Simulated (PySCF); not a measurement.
Species: C5H4F4O2.
Cartesian coordinates in Å at the PBE0-D3(BJ)/def2-SVP level; atoms count from 1:
```xyz
15
C5H4F4O2 angstrom
F     -0.9832    0.3733    2.3865
C     -0.8476    0.1881    1.0820
C      0.2469   -0.2496    0.4387
O      1.4283   -0.6002    0.9455
C      2.5468   -0.3486    0.1706
F      3.5700   -0.8803    0.8205
F      2.7352    0.9727    0.0690
O      0.0965   -0.3616   -0.8959
C     -1.1831    0.2080   -1.1932
C     -1.9658    0.2730    0.1152
F     -2.8425   -0.7949    0.2291
H      2.4595   -0.7795   -0.8387
H     -1.0190    1.2159   -1.6045
H     -1.6887   -0.4252   -1.9331
H     -2.5727    1.1886    0.2020
```

Level: PBE0/pcSseg-1 and wB97X-D/def2-SVPD in PySCF, non-relativistic, on one gas-phase PBE0-D3(BJ)/def2-SVP geometry that isn't relaxed in the solvent. The solvent is an IEF-PCM continuum (cavity from Bondi-type radii × 1.2). Specific hydrogen bonds and non-electrostatic terms are outside this model.

Gas phase at PBE0/pcSseg-1: HOMO -6.91 eV, LUMO 0.21 eV, dipole 3.52 D.

**Question.** What does the continuum do to the energy, the frontier levels and the dipole at PBE0/pcSseg-1 in chloroform?

**Answer.** 
| solvent | ε | E(solvent) − E(gas) (kcal/mol) | polarisation term (kcal/mol) | distortion of the solute (kcal/mol) | HOMO (eV) | LUMO (eV) | dipole (D) |
| --- | --- | --- | --- | --- | --- | --- | --- |
| chloroform | 4.711 | -4.75 | -5.25 | 0.50 | -6.80 | 0.36 | 4.14 |

The polarisation term is half the interaction of the solute with the surface charges that it induces; the rest is the cost of distorting the solute's density. The sum is the electrostatic part of solvation alone.

**Question.** Which radius a makes the point-dipole formula ΔE = −[(ε − 1)/(2ε + 1)]·μ²/a³ give the value in chloroform, with the gas-phase dipole?

**Answer.** μ = 1.384 au and |ΔE| = 0.00756 Eh give a = 2.37 Å; the farthest nucleus lies 3.77 Å from the centroid of the nuclei, so such a sphere wouldn't even hold the nuclei. The formula assumes a rigid point dipole at the centre of a sphere.

**Question.** Give the dipole vector in the frame of the coordinates (D, pointing from negative to positive charge), gas and chloroform.

**Answer.** Gas (-0.56, 1.16, -3.27), solvent (-0.65, 1.38, -3.84). Its length changes by +18 % and its direction by less than 1°.

**Question.** Which Hirshfeld charges (PBE0/pcSseg-1) respond most in chloroform (means over atoms taken as equivalent)?

**Answer.** 
```json
{"atoms": "F11", "environment": "alkyl fluorine", "gas (e)": "-0.132", "solvent (e)": "-0.144", "change": "-0.012"}
{"atoms": "H12", "environment": "methine hydrogen", "gas (e)": "+0.052", "solvent (e)": "+0.062", "change": "+0.010"}
{"atoms": "H13", "environment": "methylene hydrogen", "gas (e)": "+0.058", "solvent (e)": "+0.068", "change": "+0.010"}
{"atoms": "F1", "environment": "vinyl fluorine", "gas (e)": "-0.078", "solvent (e)": "-0.088", "change": "-0.010"}
{"atoms": "H15", "environment": "methine hydrogen", "gas (e)": "+0.054", "solvent (e)": "+0.063", "change": "+0.009"}
{"atoms": "O4", "environment": "ether oxygen", "gas (e)": "-0.115", "solvent (e)": "-0.121", "change": "-0.006"}
{"atoms": "H14", "environment": "methylene hydrogen", "gas (e)": "+0.064", "solvent (e)": "+0.069", "change": "+0.005"}
{"atoms": "F6", "environment": "fluorine of a CF2 group", "gas (e)": "-0.083", "solvent (e)": "-0.089", "change": "-0.006"}
{"atoms": "F7", "environment": "fluorine of a CF2 group", "gas (e)": "-0.100", "solvent (e)": "-0.105", "change": "-0.005"}
{"atoms": "C9", "environment": "sp3 carbon bound to oxygen", "gas (e)": "+0.012", "solvent (e)": "+0.016", "change": "+0.004"}
{"atoms": "C2", "environment": "vinylic C–F carbon", "gas (e)": "+0.008", "solvent (e)": "+0.005", "change": "-0.003"}
{"atoms": "C5", "environment": "CHF2 carbon", "gas (e)": "+0.211", "solvent (e)": "+0.212", "change": "+0.001"}
```

**Question.** Which Mayer bond orders change most in chloroform?

**Answer.** 
```
   bond  length (Å)    gas  solvent  change
C10–F11       1.386  0.884    0.865  -0.019
  F1–C2       1.324  0.988    0.976  -0.012
  C3–O8       1.348  1.019    1.030  +0.011
  O8–C9       1.432  0.861    0.851  -0.010
  C5–F6       1.324  1.049    1.040  -0.009
  C3–O4       1.332  1.012    1.006  -0.006
  C5–F7       1.339  0.998    0.992  -0.006
 C9–C10       1.526  1.003    1.009  +0.006
```

Gas phase at wB97X-D/def2-SVPD: HOMO -8.89 eV, LUMO 1.80 eV, dipole 3.54 D.

**Question.** What does the continuum do to the energy, the frontier levels and the dipole at wB97X-D/def2-SVPD in chloroform?

**Answer.** 
```tsv
solvent	ε	E(solvent) − E(gas) (kcal/mol)	polarisation term (kcal/mol)	distortion of the solute (kcal/mol)	HOMO (eV)	LUMO (eV)	dipole (D)
chloroform	4.711	-4.78	-5.37	0.59	-8.77	1.97	4.24
```

**Question.** How does the static polarisability (wB97X-D/def2-SVPD, frozen core, with the continuum's full static response) change?

**Answer.** 
```
    medium  isotropic (au)  principal values (au)  ⟨r²⟩ of the electrons (bohr²)
       gas            68.7       54.6, 65.3, 86.1                         1850.0
chloroform            81.4      65.7, 78.1, 100.3                         1850.0
```

The isotropic value in chloroform is 1.19 times the gas-phase one; no cavity-field correction is applied. ⟨r²⟩ is taken about the centre of nuclear charge.

The pairwise dispersion term of wB97X-D wasn't added to the energies; at a given geometry it leaves orbitals and properties as they are.
